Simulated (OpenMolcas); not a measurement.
An atom or ion with 42 electrons was computed by MS-RASPT2, IPEA 0.25 Eh, imaginary shift 0.1 Eh with spin-orbit coupling (OpenMolcas, ANO-RCC-VTZP, DKH2). The lowest levels that the run gave, each within 12 % of the measured value where one is at hand:

| J | Parity | E (cm-1) | g |
| --- | --- | --- | --- |
| 4 | even | 0.0 | 1.493 |
| 3 | even | 2580 | 1.496 |
| 2 | even | 3860 | 1.497 |
| 1 | even | 4810 | 1.498 |
| 0 | even | 5240 |  |
| 4 | even | 21740 | 1.010 |
| 2 | even | 22170 | 1.478 |
| 6 | even | 22510 | 1.159 |
| 5 | even | 22870 | 1.077 |
| 3 | even | 25610 | 1.010 |
| 4 | even | 26080 | 1.025 |
| 2 | even | 26570 | 0.689 |

Problem. Which ion is it, and what are the configurations and terms?

Solution. Ag5+ (Z = 47, charge +5; active space 12 electrons in 8 orbitals (RAS1 4p, at most 2 holes; RAS2 4d)). J, parity and g give the terms where levels are pure, and mixed ones are named by the computed weights; the size of the splittings, set against known spectra of the 42-electron sequence, gives the charge. In order, with the measured energies in cm-1 (the list in Gamrath, thesis, University of Mons (2023)): 4d6 5D4, 4d6 5D3 (2692), 4d6 5D2 (3953), 4d6 5D1 (4941), 4d6 5D0 (5380), 4d6 3H4 [38 %], 4d6 3P2(1) (21042), 4d6 3H6 (21512), 4d6 3H5 [74 %] (21812), 4d6 3F3(1) [74 %] (24441), 4d6 3H4 [50 %], 4d6 3F2(1) (25306).

Term energies are means over components that CASPT2 splits; among the terms shown or strongly mixed into the levels shown the widest spread is 310 cm-1 (4d6 3G). Active for correlation alone: 4p; no level in the range computed is led by a configuration that opens it, so any true level of that kind is missing. Measured partners are found by configuration, term and J. A level has none where our copy of the source lacks it or the pairing is in doubt (some pairs that miss far off the trend of their configuration count as doubtful), and it then counts in no deviation. Levels of configurations outside the active space are missing.

A share in square brackets marks a mixed level and gives the weight of the term that names it. A number in round brackets counts repeated terms of one configuration in the order of the reference energies.
